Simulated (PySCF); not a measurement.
PySCF input:

```python
from pyscf import gto, scf, dft

mol = gto.M(
    atom='''
    C    -1.25853333   -0.85987455    0.30577813
    C    -0.27444229    0.18596863   -0.11936502
    F    -0.35540376    0.41305842   -1.47350774
    F    -0.54637870    1.38993826    0.48754089
    C     1.20446434   -0.10978173    0.17198250
    O     1.58642023   -1.10969521    0.70727740
    H    -1.19047236   -1.01408797    1.38106963
    H    -2.26230202   -0.52916018    0.04328446
    H    -1.03686620   -1.79981813   -0.19625339
    H     1.88538849    0.69578374   -0.16299196
    ''',
    basis='def2-tzvpd',
    charge=0,
    spin=0,
    verbose=4,
)

mf = dft.RKS(mol, xc='tpssh').density_fit(auxbasis='def2-universal-jkfit')
mf.grids.level = 3
mf.conv_tol = 1e-9
mf.max_cycle = 100
mf.max_memory = 1500
mf.kernel()
if not mf.converged:
    mf = mf.newton()
    mf.kernel(mf.make_rdm1())
mf.analyze()
```

**Question.** What final total energy does it print?

**Answer.** -391.79136 Eh (TPSSh/def2-TZVPD).
